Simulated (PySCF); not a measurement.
A structure optimised at PBE-D3(BJ)/def2-SVP, used in a PySCF frequency run:

```
C
C 1 1.3451
H 1 1.1002 2 123.09
H 2 1.1002 1 123.09 3 180.00
Cl 1 1.7317 3 115.08 2 180.00
Cl 2 1.7317 4 115.08 1 180.00
```

**Question.** Write its SMILES, formula and point group.

**Answer.** Cl/C=C/Cl, C₂H₂Cl₂, C2h

**Question.** What are its rotational constants (standard atomic weights)?

**Answer.** 52.131, 1.4954, 1.4537 GHz
